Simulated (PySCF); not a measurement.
## Calculated data, AlClH₃OSi, CH₉BSi₂, BClH₃OSi, H₈OSi₃ and others

Computed with PySCF 2.14.0. Calculation on a computer-drawn molecule: optimised geometry and harmonic frequencies of an isolated molecule of the commonest isotopes, restricted reference for singlets and unrestricted otherwise, frozen core in MP2.

Common to all runs: basis cc-pV(D+d)Z.

(1) AlClH₃OSi

Start structure:
```xyz
7
AlClH3OSi
Si    -0.4621     0.4947     0.4466
O      1.1103     0.3432    -0.0022
Al     2.6224    -0.0123    -0.6191
Cl     2.7944    -1.5688    -2.0284
H     -0.9479     1.8556     0.1092
H     -0.5876     0.2671     1.9076
H      3.8939     0.7718    -0.1811
```

| Quantity | Value |
| --- | --- |
| charge | 0 |
| multiplicity | 2 |
| method | MP2 |
| rotational constants | 8.749, 1.447, 1.26 GHz |
| total energy | -1067.5699 hartree |
| spin squared | 0.7533 |
| convergence status largest gradient component | 5.479e-06 hartree/bohr |

Drawn bonds:
```tsv
atom	other atom	order
1	2	1
2	3	1
3	4	1
1	5	1
1	6	1
3	7	1
```

Optimised structure:
```xyz
7
AlClH3OSi
Si    -0.4173     0.4707     0.4164
O      1.2274     0.5320     0.1411
Al     2.6688     0.0215    -0.5985
Cl     2.6204    -1.5594    -1.9852
H     -1.0266     1.7776     0.0539
H     -0.6658     0.1870     1.8546
H      4.0165     0.7219    -0.2498
```

Modes:
```tsv
frequency (cm⁻¹)	reduced mass (dalton)
34.54	1.056
54.48	10.32
93.97	4.18
233.1	12.77
485.9	13.29
489.6	1.291
586	2.96
694.8	1.386
736	1.145
832.6	1.244
966.7	1.08
1059	11.01
2053	1.044
2235	1.029
2262	1.055
```

(2) CH₉BSi₂

Start structure:
```xyz
13
CH9BSi2
Si     0.0431    -1.2864    -1.1388
B     -0.3917    -0.1911     0.4563
C     -0.2604     1.3189     0.5471
Si    -2.0325     1.9535    -0.0094
H     -1.0949    -2.1544    -1.5129
H      1.2187    -2.0830    -1.0276
H      0.3066    -0.4630    -2.3561
H     -0.6655    -0.7905     1.4700
H      0.3736     1.7500    -0.3003
H     -0.0643     1.7811     1.4633
H     -3.0214     1.5121     0.9333
H     -2.0114     3.4505    -0.0364
H     -2.3787     1.5569    -1.3623
```

| Item | Value |
| --- | --- |
| charge | 0 |
| multiplicity | 1 |
| method | HF |
| rotational constants | 9.947, 1.58, 1.484 GHz |
| total energy | -645.6467 hartree |
| convergence status largest gradient component | 9.823e-06 hartree/bohr |

Drawn bonds:
```tsv
atom	other atom	order
1	2	1
2	3	1
3	4	1
1	5	1
1	6	1
1	7	1
2	8	1
3	9	1
3	10	1
4	11	1
4	12	1
4	13	1
```

Optimised structure:
```xyz
13
CH9BSi2
Si     0.1092    -1.3575    -1.2203
B     -0.3666    -0.2163     0.4120
C     -0.3435     1.3450     0.4370
Si    -2.0587     2.0644     0.0437
H     -1.0038    -2.2829    -1.5586
H      1.3057    -2.1839    -0.9058
H      0.4186    -0.5479    -2.4278
H     -0.7204    -0.7973     1.4069
H      0.3307     1.7893    -0.3025
H     -0.1000     1.7434     1.4286
H     -3.0522     1.6345     1.0546
H     -1.9744     3.5424     0.0508
H     -2.5234     1.6214    -1.2924
```

Modes:
```tsv
frequency (cm⁻¹)	reduced mass (dalton)
56.46	1.982
66.37	1.365
109.9	1.113
210.1	2.441
241.5	2.046
482.2	1.08
517.9	1.967
582.7	1.083
646.9	1.277
670.7	3.074
676.3	1.675
860.1	1.729
892.1	1.306
984.3	1.126
1012	1.274
1021	1.074
1026	1.088
1032	1.06
1034	1.046
1035	1.038
1101	1.356
1143	1.735
1250	1.542
1539	1.137
2276	1.048
2281	1.05
2290	1.021
2304	1.049
2310	1.05
2318	1.021
2664	1.091
3164	1.057
3221	1.104
```

(3) BClH₃OSi

Start structure:
```xyz
7
BClH3OSi
Si    -0.2748     1.0166     1.7294
O     -0.4608     0.7146    -0.0525
B     -0.5523     0.5025    -1.2587
Cl    -0.8098     0.2030    -2.7758
H     -1.6625     1.2069     2.0959
H      0.3395    -0.2999     2.0363
H      0.6507     2.1169     1.6036
```

| Property | Result |
| --- | --- |
| charge | 1 |
| multiplicity | 1 |
| method | HF |
| rotational constants | 82.03, 1.343, 1.343 GHz |
| total energy | -849.5934 hartree |
| convergence status largest gradient component | 1.961e-05 hartree/bohr |

Drawn bonds:
```tsv
atom	other atom	order
1	2	1
2	3	1
3	4	1
1	5	1
1	6	1
1	7	1
```

Optimised structure:
```xyz
7
BClH3OSi
Si    -0.2497     0.9823     1.6826
O     -0.4648     0.6843    -0.0857
B     -0.6104     0.4827    -1.2817
Cl    -0.8059     0.2120    -2.8888
H     -1.6203     1.2294     2.1220
H      0.3438    -0.2724     2.1363
H      0.6373     2.1423     1.6936
```

Modes:
```tsv
frequency (cm⁻¹)	reduced mass (dalton)
77.77	6.63
77.78	6.63
390	15
440.7	9.873
440.7	9.873
729.6	1.143
729.6	1.143
866.2	11.61
1009	1.109
1020	1.055
1021	1.055
2005	11.77
2416	1.012
2447	1.057
2447	1.057
```

(4) BClH₃OSi

Start structure:
```xyz
7
BClH3OSi
Si    -0.2497     0.9823     1.6826
O     -0.4648     0.6843    -0.0857
B     -0.6104     0.4827    -1.2817
Cl    -0.8059     0.2120    -2.8888
H     -1.6203     1.2294     2.1220
H      0.3438    -0.2724     2.1363
H      0.6373     2.1423     1.6936
```

| Item | Value |
| --- | --- |
| charge | 1 |
| multiplicity | 1 |
| method | MP2 |
| rotational constants | 81.25, 1.315, 1.315 GHz |
| total energy | -850.0732 hartree |
| convergence status largest gradient component | 1.352e-05 hartree/bohr |

Drawn bonds:
```tsv
atom	other atom	order
1	2	1
2	3	1
3	4	1
1	5	1
1	6	1
1	7	1
```

Optimised structure:
```xyz
7
BClH3OSi
Si    -0.2471     0.9860     1.7044
O     -0.4649     0.6841    -0.0868
B     -0.6130     0.4791    -1.3037
Cl    -0.8092     0.2074    -2.9156
H     -1.6258     1.2319     2.1321
H      0.3476    -0.2771     2.1464
H      0.6425     2.1492     1.7017
```

Modes:
```tsv
frequency (cm⁻¹)	reduced mass (dalton)
68.34	6.727
68.6	6.731
374.8	14.82
400.6	10.67
400.6	10.67
687.1	1.131
687.3	1.131
849.5	10.21
957.3	1.125
968	1.053
968	1.053
1930	11.9
2364	1.012
2407	1.058
2407	1.058
```

(5) H₈OSi₃

Start structure:
```xyz
12
H8OSi3
Si    -1.1375    -1.5996    -0.3370
O     -0.7904    -0.1202     0.1301
Si    -0.2976     1.4349     0.2345
Si     1.2339     1.9444    -1.4455
H     -1.4795    -1.5522    -1.7593
H      0.1314    -2.3370    -0.1119
H     -2.1822    -2.0295     0.5355
H     -1.5785     2.2291     0.2914
H      0.2731     1.5450     1.6393
H      1.6016     3.3884    -1.3730
H      2.3840     1.1594    -1.4412
H      0.5998     1.8175    -2.8201
```

| Item | Value |
| --- | --- |
| charge | 0 |
| multiplicity | 1 |
| method | HF |
| rotational constants | 9.409, 1.224, 1.125 GHz |
| total energy | -946.4079 hartree |
| convergence status largest gradient component | 2.904e-06 hartree/bohr |

Drawn bonds:
```tsv
atom	other atom	order
1	2	1
2	3	1
3	4	1
1	5	1
1	6	1
1	7	1
3	8	1
3	9	1
4	10	1
4	11	1
4	12	1
```

Optimised structure:
```xyz
12
H8OSi3
Si    -1.2763    -1.7036    -0.2515
O     -0.5234    -0.2534    -0.4036
Si    -0.1385     1.2651     0.1070
Si     1.2810     2.2711    -1.4888
H     -0.9471    -2.5324    -1.4273
H     -0.8186    -2.3862     0.9781
H     -2.7406    -1.5095    -0.1780
H     -1.3782     2.0606     0.2769
H      0.5323     1.1896     1.4272
H      1.6412     3.6422    -1.0489
H      2.5255     1.4797    -1.6448
H      0.6006     2.3572    -2.8038
```

Modes:
```tsv
frequency (cm⁻¹)	reduced mass (dalton)
30.92	2.6
36.5	1.161
61.58	4.391
109.2	1.163
164.5	4.69
391.9	1.053
428.3	3.886
554.2	1.698
619.4	3.367
671.6	1.293
776.7	1.096
794	1.2
822.3	1.171
917.8	1.178
995.7	1.114
1022	1.035
1024	1.057
1034	1.135
1039	1.053
1044	1.09
1075	1.272
1137	3.255
2290	1.05
2291	1.03
2300	1.045
2304	1.052
2308	1.023
2314	1.052
2323	1.043
2340	1.026
```

(6) AlBClH₄Si

Start structure:
```xyz
8
AlBClH4Si
Si     0.1672    -0.1548     1.2726
B     -1.7153     0.2556     1.4582
Al    -2.3803     0.9870     3.1471
Cl    -3.1667     1.6711     4.9398
H      0.9619     0.7009     0.3127
H      0.9380     0.2285     2.6260
H      0.6172    -1.4711     1.0305
H     -2.5410     0.1742     0.6240
```

| Item | Value |
| --- | --- |
| charge | 0 |
| multiplicity | 2 |
| method | HF |
| rotational constants | 9.27, 1.044, 0.9863 GHz |
| total energy | -1017.3830 hartree |
| spin squared | 0.8182 |
| convergence status largest gradient component | 5.873e-06 hartree/bohr |

Drawn bonds:
```tsv
atom	other atom	order
1	2	1
2	3	1
3	4	1
1	5	1
1	6	1
1	7	1
2	8	1
```

Optimised structure:
```xyz
8
AlBClH4Si
Si     0.2990    -0.0658     1.3488
B     -1.6774     0.3945     1.5585
Al    -2.4940     1.6744     3.0633
Cl    -3.2347     0.9344     4.9235
H      0.8236     0.5071     0.0823
H      1.1420     0.4402     2.4611
H      0.4421    -1.5436     1.2973
H     -2.4197     0.0503     0.6760
```

Modes:
```tsv
frequency (cm⁻¹)	reduced mass (dalton)
45.93	2.623
56.7	1.458
121.2	3.681
141.3	5.12
391.4	4.423
496.3	1.069
523.8	5.192
607	1.433
692.7	1.736
713.3	3.126
900.2	1.431
990.1	1.111
1019	1.05
1036	1.036
2285	1.048
2287	1.05
2295	1.021
2684	1.09
```
